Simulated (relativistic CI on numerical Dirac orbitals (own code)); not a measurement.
## Ag²⁺: resonant inelastic scattering at the M2,3 edge

Computed with this model: Dirac-Coulomb-Breit CI, orbitals from a KLI potential per configuration, QED by a radiative potential, valence Slater integrals scaled by 0.8, Kramers-Heisenberg scattering through one core-hole configuration in a parametric crystal field; configurations [Kr] 4d9 → [Ne] 3s2 3p5 3d10 4s2 4p6 4d10; 80 K; core-hole width 3 eV; summed over polarisations. Incident energies are the highest absorption maxima for each field (at most a few, so the weaker spin-orbit partner edge can be absent), on the computed scale of the free ion. Intensities are in per cent of the strongest line above 0.02 eV; levels within 1 cm⁻¹ are merged; final levels count from the ground level, the first row holds all elastic scattering, lines under 0.4 are left out and each table stops after 24 rows. The scale of the Slater integrals is a model choice and moves the terms in proportion.

Field parameters in Wybourne normalisation: Oh B⁴₀ = 21Dq, B⁴₄ = √(5/14) B⁴₀. The field is a parameter set, without covalency.

S is read from ⟨S²⟩ = S(S + 1).

Oh, 10Dq = 4700 cm⁻¹:

```json
{"Final level (eV)": "0.000", "Degeneracy": "4", "Irrep": "Γ8", "S": "0.50", "571.6 eV": "180.0"}
{"Final level (eV)": "0.456", "Degeneracy": "2", "Irrep": "Γ7", "S": "0.50", "571.6 eV": "100.0"}
{"Final level (eV)": "0.873", "Degeneracy": "4", "Irrep": "Γ8", "S": "0.50", "571.6 eV": "56.1"}
```

Oh, 10Dq = 10650 cm⁻¹:

| Final level (eV) | Degeneracy | Irrep | S | 572 eV |
| --- | --- | --- | --- | --- |
| 0.000 | 4 | Γ8 | 0.50 | 161.5 |
| 1.151 | 2 | Γ7 | 0.50 | 100.0 |
| 1.525 | 4 | Γ8 | 0.50 | 74.7 |

Oh, 10Dq = 16550 cm⁻¹:

| Final level (eV) | Degeneracy | Irrep | S | 572.5 eV | 603.8 eV |
| --- | --- | --- | --- | --- | --- |
| 0.000 | 4 | Γ8 | 0.50 | 153.2 | 19.3 |
| 1.867 | 2 | Γ7 | 0.50 | 100.0 | 0.2 |
| 2.225 | 4 | Γ8 | 0.50 | 83.0 | 47.5 |

For the first field the strongest loss at the lowest incident energy is the level at 0.46 eV (S = 0.50, against 0.50 in the thermal ground state).
